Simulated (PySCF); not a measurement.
SMILES B/C=C\Cl, singlet, PBE0/def2-SVP optimised geometry.

```
8

B      1.03     0.57     0.00
C      0.12    -0.67     0.00
C     -1.23    -0.67     0.00
Cl    -2.23     0.72     0.00
H      0.57     1.68     0.00
H      2.23     0.43     0.00
H      0.55    -1.68     0.00
H     -1.82    -1.59     0.00
```

Density from PySCF 2.14.0 with PBE0/def2-TZVP at that geometry.

Minimum of the electron density along straight lines between bonded atoms, close to the bond critical point (lines longer than 1.1 times the sum of covalent radii, or with two minima, are not listed):

```json
[
 {"bond": "B1–C2", "length / Å": "1.540", "ρ at the minimum / e bohr⁻³": "0.189", "∇²ρ there / e bohr⁻⁵": "___", "position (fraction from the first atom)": "0.33"},
 {"bond": "C2–C3", "length / Å": "1.348", "ρ at the minimum / e bohr⁻³": "___", "∇²ρ there / e bohr⁻⁵": "-1.04", "position (fraction from the first atom)": "0.46"},
 {"bond": "C3–Cl4", "length / Å": "1.715", "ρ at the minimum / e bohr⁻³": "___", "∇²ρ there / e bohr⁻⁵": "-0.36", "position (fraction from the first atom)": "0.42"},
 {"bond": "B1–H5", "length / Å": "1.207", "ρ at the minimum / e bohr⁻³": "0.182", "∇²ρ there / e bohr⁻⁵": "-0.39", "position (fraction from the first atom)": "0.44"},
 {"bond": "B1–H6", "length / Å": "1.209", "ρ at the minimum / e bohr⁻³": "0.181", "∇²ρ there / e bohr⁻⁵": "-0.38", "position (fraction from the first atom)": "0.43"},
 {"bond": "C2–H7", "length / Å": "1.097", "ρ at the minimum / e bohr⁻³": "0.274", "∇²ρ there / e bohr⁻⁵": "-0.94", "position (fraction from the first atom)": "0.65"},
 {"bond": "C3–H8", "length / Å": "1.095", "ρ at the minimum / e bohr⁻³": "0.284", "∇²ρ there / e bohr⁻⁵": "-1.02", "position (fraction from the first atom)": "0.66"}
]
```

Question: Fill in the missing entries.

Answer: 
- B1–C2, ∇²ρ there / e bohr⁻⁵: -0.13
- C2–C3, ρ at the minimum / e bohr⁻³: 0.341
- C3–Cl4, ρ at the minimum / e bohr⁻³: 0.213
